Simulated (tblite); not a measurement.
Parent: `[CH3:1][CH2:2][SiH:3]1[CH2:4][S:5][CH2:6]1` with C1–C2–Si3–C4 -174°, C4H10SSi.

Structures optimised with GFN2-xTB, isolated species. One conformer each, not checked by frequencies here.

| coordinate of the parent | value |
| --- | --- |
| C1–C2 | 1.524 Å |
| C2–Si3 | 1.898 Å |
| Si3–C4 | 1.914 Å |
| C4–S5 | 1.836 Å |
| S5–C6 | 1.839 Å |
| Si3–C6 | 1.915 Å |
| C1–C2–Si3 | 112.2° |
| C2–Si3–C4 | 115.6° |
| C2–Si3–C6 | 116.0° |
| C4–Si3–C6 | 84.7° |
| Si3–C4–S5 | 92.9° |
| C4–S5–C6 | 89.1° |
| Si3–C6–S5 | 92.8° |

Question: In one relative the bonds that all share with the parent change as follows (parent's numbers): C1–C2 +0.004, C2–Si3 +0.002, Si3–C4 +0.001, C4–S5 +0.004, S5–C6 +0.003, Si3–C6 -0.001 Å. Which is it?
A. `[CH3:1][CH2:2][Si:3]1([CH:4]([Cl:5])[Cl:6])[CH2:7][S:8][CH2:9]1` with C1–C2–Si3–C4 -59°, C2–Si3–C4–Cl5 -47°
B. `[CH3:1][CH2:2][Si:3]1([C:4](=[O:5])[O-:6])[CH2:7][S:8][CH2:9]1` (charge -1) with C1–C2–Si3–C4 59°, C2–Si3–C4–O5 63°

Answer: A. The changes in all of them (Å):

| SMILES | C1–C2 | C2–Si3 | Si3–C4 | C4–S5 | S5–C6 | Si3–C6 |
| --- | --- | --- | --- | --- | --- | --- |
| CC[Si]1(C(Cl)Cl)CSC1 | +0.004 | +0.002 | +0.001 | +0.004 | +0.003 | -0.001 |
| CC[Si]1(C(=O)[O-])CSC1 | 0.000 | +0.025 | +0.022 | -0.010 | -0.016 | +0.032 |

Atoms are paired thus: CC[Si]1(C(Cl)Cl)CSC1: C1 = C1, C2 = C2, Si3 = Si3, C4 = C9, S5 = S8, C6 = C7; CC[Si]1(C(=O)[O-])CSC1: C1 = C1, C2 = C2, Si3 = Si3, C4 = C9, S5 = S8, C6 = C7.

These are computed values.
